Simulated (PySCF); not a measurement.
# Computed properties of In(F)(Me)(vinyl) (C₃H₆FIn), SMILES C=[CH][In]([CH3])[F]

In(F)(Me)(vinyl) (C3H6FIn), SMILES C=[CH][In]([CH3])[F]. The structure is a stationary point at B3LYP-D3(BJ)/def2-SVP. The structure was generated by enumeration; whether it is a known compound was not checked. The def2 effective core potentials stand for the cores of In; spin–orbit coupling is left out. One conformer was computed; it need not be the lowest. All values are computed for the isolated molecule unless a solvent is named; none is compared with measurement here.

**Structure.** All 27 harmonic modes at B3LYP-D3(BJ)/def2-SVP (PySCF) are real, so it is a minimum. With heavy atoms numbered as in [In:1]([F:2])([CH3:3])[CH:7]=[CH2:8], the shortest bond between them is C7–C8 at 1.340 Å and the longest In1–C3 at 2.162 Å.

**Vibrations.** The strongest infrared lines (harmonic, unscaled, degenerate partners summed) lie at 579 cm⁻¹ (70 km/mol, F 86 %, In 14 %), 521 cm⁻¹ (55 km/mol, C 63 %, H 19 %, In 18 %), 732 cm⁻¹ (42 km/mol, H 83 %, C 16 %). The softest mode is at 33 cm⁻¹ and the zero-point energy is 49.0 kcal/mol.

**Electronic structure.** HF/def2-TZVP (PySCF) places the frontier levels at -10.55 and 1.14 eV, a gap of 11.69 eV, and gives a dipole moment of 3.93 D and a mean polarisability of 66.7 bohr³. PBE/def2-TZVP (PySCF) at the same geometry gives -6.51 and -2.28 eV, so its gap is 7.46 eV narrower. An orbital gap is neither the optical nor the fundamental gap.

**Excitations.** TDDFT-M06-2X/def2-SVPD (PySCF) has S1 at 4.90 eV (253 nm, f = 0.000, dark); the most intense of the 10 singlets computed lies at 6.33 eV (f = 0.43). T1 (TDA) is at 4.45 eV. TDDFT-PBE/def2-SVPD (PySCF) puts S1 at 4.37 eV. No vertical singlet excitation falls in the visible range (under 3.1 eV).
